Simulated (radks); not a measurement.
Results of a calculation; reference values are marked as such.
Ionisation of the gold ion Au+, [Xe] 4f14 5d10, to [Xe] 4f14 5d9 as the strength of local exchange is varied. Level of theory: scalar-relativistic Kohn-Sham, Slater X-alpha exchange (alpha = 2/3 is LDA exchange), no correlation, spin-polarised, spherical densities, finite nucleus; Fermi nuclear charge, rms radius 5.4371 fm (a radial shooting solver on a logarithmic mesh with Libxc functionals).

| alpha | E(Au+) (hartree) | exchange (hartree) | IE (eV) | -e of the level emptied (eV) | <r> of it (bohr) |
|---|---|---|---|---|---|
| 0.667 | -18988.7214 | -343.4072 | 19.872 | 14.239 (5d) | 1.588 |
| 0.77 | -19042.1299 | -397.6290 | 21.560 | 15.780 (5d) | 1.553 |
| 0.926 | -19123.3259 | -480.3559 | 24.275 | 18.285 (5d) | 1.504 |
| 0.948 | -19134.8062 | -492.0810 | 24.673 | 18.655 (5d) | 1.498 |
| 0.959 | -19140.5491 | -497.9490 | 24.873 | 18.841 (5d) | 1.495 |

NIST Atomic Spectra Database: 20.20 eV (measured). The Delta-SCF value meets it near alpha = 0.69. Open shells are spherical and high-spin; term and fine-structure splittings are not resolved. Spin-orbit splitting is averaged out at the scalar-relativistic level.
